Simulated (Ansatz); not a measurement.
Total energies of the cluster Al₃Si from Ansatz at PBE0-D4/def2-TZVP, gas phase (1 Eh = 27.2114 eV = 2625.5 kJ/mol). The reference geometry is relaxed at PBE0-D4/def2-TZVP.

```csv
atom,x (Å),y (Å),z (Å)
Al1,-1.2275,-0.0126,0.7175
Al2,-0.8678,0.9453,-1.6229
Al3,1.0027,-0.9440,1.5440
Si4,1.0925,0.0113,-0.6386
```

```csv
state,geometry,energy (Eh)
charge 0 doublet,reference,-1016.28215
charge 1 triplet,reference,-1016.02288
charge 0 quartet,relaxed at PBE0-D4/def2-TZVP,-1016.27565
free Al atom (doublet),–,-242.24894
free Si atom (triplet),–,-289.24943
```

Work out the vertical ionisation energy to the triplet.

E(charge 1 triplet) − E(charge 0 doublet) = -1016.02288 − (-1016.28215) = 0.25927 Eh = 7.06 eV. For comparison, −ε of the highest occupied level of the spin that leaves is 5.47 eV at this level, 1.59 eV less.

Which of the charge 0 states is lowest, and how far above it are the others?

The doublet. quartet: -1016.27565 − (-1016.28215) = 0.00650 Eh = 17.1 kJ/mol.

What is the binding energy per atom against free atoms?

Atoms: 3 × (-242.24894) + 1 × (-289.24943) = -1015.99625 Eh. Binding: -1015.99625 − (-1016.28215) = 0.28590 Eh = 7.78 eV, or 1.94 eV for each of 4 atoms (no zero-point energy, no counterpoise term).

The structure comes from a short search, and lower isomers may exist.
